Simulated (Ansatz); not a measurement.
C$_{6}$H$_{15}$N$_{2}$ (SMILES [CH2]N(C)CCN(C)C), doublet, at a GFN2-xTB geometry; MP2/STO-3G run with Ansatz (an electronic-structure program).

Here is a job for Ansatz.
Ansatz 0.2 input:
```yaml
crystal:
  periodic: [false, false, false]
  atoms:
    - {symbol: C, position_ang: [2.18264245, 0.75916371, -1.20784471]}
    - {symbol: N, position_ang: [1.56809513, 0.03929249, -0.19221781]}
    - {symbol: C, position_ang: [2.32302147, -1.03959731, 0.38967337]}
    - {symbol: C, position_ang: [0.70731898, 0.75219462, 0.72192760]}
    - {symbol: C, position_ang: [-0.61675438, 0.02963956, 1.01966905]}
    - {symbol: N, position_ang: [-1.61472241, 0.27158210, -0.00749814]}
    - {symbol: C, position_ang: [-1.33961984, -0.46747268, -1.22251291]}
    - {symbol: C, position_ang: [-2.95296635, -0.00508795, 0.47090707]}
    - {symbol: H, position_ang: [1.62383551, 1.58043999, -1.61546351]}
    - {symbol: H, position_ang: [2.80842540, 0.19372847, -1.87337691]}
    - {symbol: H, position_ang: [2.83466652, -1.58890398, -0.39825032]}
    - {symbol: H, position_ang: [1.65175296, -1.72185048, 0.91165474]}
    - {symbol: H, position_ang: [3.07422847, -0.67971840, 1.10768568]}
    - {symbol: H, position_ang: [0.46420581, 1.72382207, 0.29041242]}
    - {symbol: H, position_ang: [1.23051433, 0.91808490, 1.67612876]}
    - {symbol: H, position_ang: [-1.00707368, 0.43375463, 1.95706706]}
    - {symbol: H, position_ang: [-0.43717525, -1.04961933, 1.16809170]}
    - {symbol: H, position_ang: [-0.34601268, -0.21629737, -1.58110231]}
    - {symbol: H, position_ang: [-2.06896908, -0.18539756, -1.98071322]}
    - {symbol: H, position_ang: [-1.39479190, -1.55816045, -1.07165148]}
    - {symbol: H, position_ang: [-3.66556652, 0.23971518, -0.31536933]}
    - {symbol: H, position_ang: [-3.09790525, -1.06004867, 0.75558249]}
    - {symbol: H, position_ang: [-3.16559739, 0.62128917, 1.33639888]}
basis:
  gaussian:
    orbitals: STO-3G
magnetization: {spin_polarized: true, initial_magnetization: 1}
correlation: {method: mp2}
```

The log (banner, timings and long lists left out):

```
Functional definition: HF
782 factors; integrals over basis functions are off by at most 3.5e-5 eV
mean field evaluation 1: about -9265.0094 eV, gradient 1.6e1 eV
mean field evaluation 2: about -9265.6559 eV, gradient 1.6e1 eV
mean field evaluation 4: about -9267.8477 eV, gradient 1.8e0 eV
mean field evaluation 8: about -9267.9256 eV, gradient 9.1e-2 eV
mean field -9267.92574663 eV, -340.5899891629 hartree, gradient 1.6e-6 eV, S^2 0.757753; 0 other end points of the search recorded, 0 dependent functions left out
8 core orbitals not correlated
reference -9267.92574663 eV, -340.5899891629 hartree; 25, 24 occupied and 22, 23 virtual orbitals, 782 factors
second order -10.47404455 eV of doubles, -0.00000000 eV of singles
Total energy: -9278.39979118 eV, -340.9749032005 hartree
```
